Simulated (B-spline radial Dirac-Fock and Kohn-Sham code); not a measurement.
# Cs 4p3/2: cross section and angular parameters

System: the free cesium atom, 1s2 2s2 2p6 3s2 3p6 3d10 4s2 4p6 4d10 5s2 5p6 6s1; threshold 161.3 eV (tabulated edge). Level of theory: Dirac-Hartree-Slater photoionisation with a Latter tail; cross sections with all multipoles, angular parameters from the dipole term and its interference with E2; a radial finite-basis atomic code.

For linearly polarised light dσ/dΩ = σ/(4π) [1 + β P₂(cos θ) + (δ + γ cos²θ) sin θ cos φ], with θ from the polarisation vector and φ the angle between the beam and the projection of the electron momentum on the plane normal to the polarisation.

| hν (eV) | σ (kb) | β | γ | δ |
| --- | --- | --- | --- | --- |
| 176 | 341 | -0.851 | 0.053 | 0.021 |
| 189 | 327 | -0.673 | 0.096 | -0.017 |
| 200 | 322 | -0.473 | 0.002 | -0.001 |
| 218 | 314 | -0.183 | -0.090 | 0.026 |
| 223 | 311 | -0.113 | -0.101 | 0.031 |
| 238 | 305 | 0.083 | -0.106 | 0.043 |
| 277 | 286 | 0.484 | -0.025 | 0.051 |
| 300 | 273 | 0.651 | 0.036 | 0.049 |
| 312 | 267 | 0.725 | 0.065 | 0.047 |
| 587 | 145 | 1.424 | 0.222 | 0.011 |
| 998 | 68.3 | 1.641 | 0.053 | 0.001 |
| 1240 | 47.7 | 1.684 | -0.005 | 0.001 |
| 1486.9 | 34.7 | 1.705 | -0.030 | 0.001 |
| 1880 | 22.4 | 1.717 | -0.021 | 0.002 |
| 2530 | 12.4 | 1.709 | 0.064 | 0.005 |
| 4000 | 4.59 | 1.657 | 0.352 | 0.011 |
| 5280 | 2.39 | 1.604 | 0.608 | 0.018 |
| 5480 | ? | ? | ? | ? |
| 7670 | 0.939 | 1.509 | 1.019 | 0.035 |
| 8047.8 | 0.829 | 1.494 | 1.076 | 0.038 |
| 10900 | 0.367 | 1.395 | 1.449 | 0.063 |
| 12000 | 0.281 | 1.360 | 1.569 | 0.074 |
| 13000 | 0.224 | 1.329 | 1.668 | 0.083 |

Q: Give the values at 5480 eV.

A: σ = 2.19 kb, β = 1.596, γ = 0.646, δ = 0.019.

Values without a named source are computed, but for edge energies of neutral atoms, which are taken from tables.
